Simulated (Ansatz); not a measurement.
Au₂Br⁺. The state is a quintet with charge 1. Geometry r2SCAN-D4/def2-TZVP; atoms count from 1.

```
atom   x (Å)   y (Å)   z (Å)
 Au1   0.133   1.510   0.282
 Au2  -1.251  -0.818   0.382
 Br3   1.118  -0.693  -0.664
```

In the def2 sets Au takes a core potential; there is no spin–orbit coupling. At PBE0-D4/def2-TZVP a singlet of charge 1 lies 4.96 eV below the quintet, each at its own geometry. The structure comes from a short search, and lower isomers may exist.

Estimate the Mulliken populations from the PBE0/def2-TZVP orbitals of Ansatz.


```csv
atom,charge (e),spin (α − β),d electrons
Au1,0.39,1.40,9.33
Au2,0.39,1.40,9.33
Br3,0.21,1.21,–
```
Mulliken values and Mayer orders depend strongly on the basis.

Where does the spin sit?

Summed by element: Au 2.79, Br 1.21, of 4 unpaired in all. Largest on single atoms: Au1 1.40, Au2 1.40, Br3 1.21.

And the Mayer bond orders between bonded heavy atoms (over 0.3)?

Au1–Au2 0.46 (2.71 Å); Au1–Br3 0.65 (2.59 Å); Au2–Br3 0.65 (2.59 Å).
